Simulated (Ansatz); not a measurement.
Species: sum formula H4SiO4, charge 0, multiplicity 1. SMILES: O[Si](O)(O)O
Coordinates optimised at B3LYP-D3(BJ)/def2-TZVP (Ansatz, a quantum-chemistry and plane-wave program):
```xyz
9

Si     0.0000     0.0000     0.0000
O      1.0070    -0.0221    -1.2898
O     -1.4696     0.1493    -0.7044
O      0.1298    -1.3336     0.9396
O      0.3327     1.2064     1.0545
H      1.9177    -0.2768    -1.1241
H     -2.2079     0.3566    -0.1267
H     -0.1937    -2.1579     0.5689
H      0.4839     2.0782     0.6818
```
Charge 0, spin multiplicity 1.

Computed values are from Ansatz. Correlated levels leave the core frozen unless marked. Open shells are spin-unrestricted. Spin-orbit coupling is left out. No relativistic terms. CBS(X,Y): correlation extrapolated as X^-3; Hartree-Fock from the larger set. The bracket is a focal-point correction in the basis named.

* **atomisation energy De**: 3785.0 kJ/mol at RI-MP2/CBS(aug-cc-pV(T+d)Z,aug-cc-pV(Q+d)Z)+[CCSD(T)-MP2]/aug-cc-pV(T+d)Z
* **total energy**: -592.4059 Eh at RI-MP2/CBS(aug-cc-pV(T+d)Z,aug-cc-pV(Q+d)Z)+[CCSD(T)-MP2]/aug-cc-pV(T+d)Z
* **dipole moment**: 0.00 D at CCSD(T)/aug-cc-pV(D+d)Z
* **T1 diagnostic**: 0.012 at CCSD/aug-cc-pV(T+d)Z
